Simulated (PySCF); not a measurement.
## A thermochemical cycle for KCa

r²SCAN in PySCF with x2c-SVPall on every atom, spin-free X2C, for the lowest determinant that a PBE0 search found; no spin–orbit coupling. KCa, a doublet (σ ↑), has De = 0.27 eV to neutral atoms, and KCa⁺, a singlet (closed shell), has De = 0.51 eV to K⁺ + Ca.

The adiabatic ionisation energy of KCa, between the minima, is 4.01 eV.

Which ionisation energy of the K atom does this level give?

IE(K) = IE(molecule) + De(ion) − De(neutral) = 4.01 + 0.51 − 0.27 = 4.25 eV; the measured value is 4.341 eV (NIST ASD).

Closed-shell solutions of metal pairs were not tested for spin polarisation, which can lower them a little. Weak bonds: KCa. Basis-set superposition, not corrected here, can be much of De in a small basis, most of all at correlated wavefunction levels. For an ion De counts to the pair picked by the measured ionisation energies or electron affinities, which need not be the lowest pair at this level. States were picked by a PBE0 search and need not be the measured ground states.
